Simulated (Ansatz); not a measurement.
Compare A (`S[SiH]1C=C1`) with its isomer B (`C#CS[SiH3]`).

Computed with Ansatz on PBE0-D4/def2-TZVP structures; ΔE is electronic, products minus reactants. CCSD(T)/CBS adds triple-zeta CCSD(T) − MP2 to the extrapolated MP2 energy (def2 sets, frozen cores). Functionals use def2-TZVPP. B3LYP here is the variant with VWN-RPA as its local correlation; programs differ in this. One conformer a species, not always the lowest.

A:

```xyz
8

S    -1.5686   -0.2412   -1.6376
Si   -0.3629   -0.3441    0.1161
C     0.6439    1.0400    0.6526
C     1.3816    0.0721    0.0897
H    -2.4351   -1.1648   -1.1914
H    -0.9537   -1.3345    1.0432
H     0.8598    2.0194    1.0641
H     2.4350   -0.0469   -0.1367
```

B:

```xyz
8

C     0.9428    1.2432   -1.7380
C     1.0342    0.7975   -0.6227
S     1.2010    0.1938    0.9377
Si   -0.7084   -0.8025    1.0076
H     0.8639    1.6377   -2.7231
H    -1.7982    0.1866    0.8382
H    -0.7766   -1.8336   -0.0540
H    -0.7588   -1.4227    2.3544
```

(1) Which isomer does CCSD(T)/CBS put lower? Give the gap. (Best estimate.)

(2) Give E(B) − E(A) in kcal/mol with BLYP-D4, MP2/def2-TZVPP, ωB97M-V, HF/def2-TZVPP, B3LYP-D4, CCSD(T)/def2-SVP, PBE0-D4. (An estimate is asked.)

(3) Does the order hold for the free energy at 298.15 K (harmonic terms from PBE0-D4)? (Best estimate.)

Largest T1 diagnostic: 0.013.

Answers

(1) The calculation gave: A, by 11.8 kcal/mol.

(2) The calculation gave: BLYP-D4 7.8, MP2/def2-TZVPP 10.1, ωB97M-V 13.7, HF/def2-TZVPP 8.6, B3LYP-D4 9.9, CCSD(T)/def2-SVP 9.6, PBE0-D4 15.5. None reverses the order clearly.

(3) The calculation gave: Yes: G(B) − G(A) = +9.5 kcal/mol, for one conformer each.

From r2SCAN to r2SCAN0 (25 % exact exchange), in def2-TZVPP and without D4, E(B) − E(A) moves by +1.3 kcal/mol. Leaving LDA and LC-ωPBE aside and taking each functional with its dispersion term where it has one, the values, not all of them listed here, spread over 8.3 kcal/mol, from BLYP-D4 to B97M-V. LDA lies +3.2 kcal/mol from PBE without D4.
